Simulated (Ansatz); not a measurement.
Consider the ligand exchange at a Mo–N bond: `[NH2][Mo](=[S])(=[S])[Cl]` + H–F → `[F][Mo](=[S])(=[S])[Cl]` + NH₃.

Isolated molecules relaxed with PBE0-D4/def2-TZVP in Ansatz; ΔE leaves out vibrations. CBS: MP2 limit from def2 TZ/QZ plus the TZ coupled-cluster correction, frozen cores. This one scheme is used for every species. Elements past krypton have def2 core potentials. For Mo outer-core shells are correlated without core-valence functions, which leaves a few kJ/mol of doubt a bond. Each species was taken in one conformer, which may not be the lowest.

```csv
species,CCSD(T)/CBS(def2) energy (Eh)
`[NH2][Mo](=[S])(=[S])[Cl]`,-1379.53298
H–F,-100.39570
`[F][Mo](=[S])(=[S])[Cl]`,-1423.42718
NH₃,-56.50880
```

(1) Work out ΔE.

Largest T1 diagnostic among the species: 0.024, so the coupled-cluster value is less sure than usual.

## Answers

(1) ΔE = (-1423.42718) + (-56.50880) − (-1379.53298) − (-100.39570) = -0.00730 Eh = -19.2 kJ/mol.

Leaving LDA and LC-ωPBE aside and taking each functional with its dispersion term where it has one, the values, not all of them listed here, spread over 24.1 kJ/mol, from B97M-V to PBE-QIDH. LDA lies +12.7 kJ/mol from PBE without D4. From r2SCAN to r2SCAN0 (25 % exact exchange), in def2-TZVPP and without D4, ΔE moves by +9.2 kJ/mol.
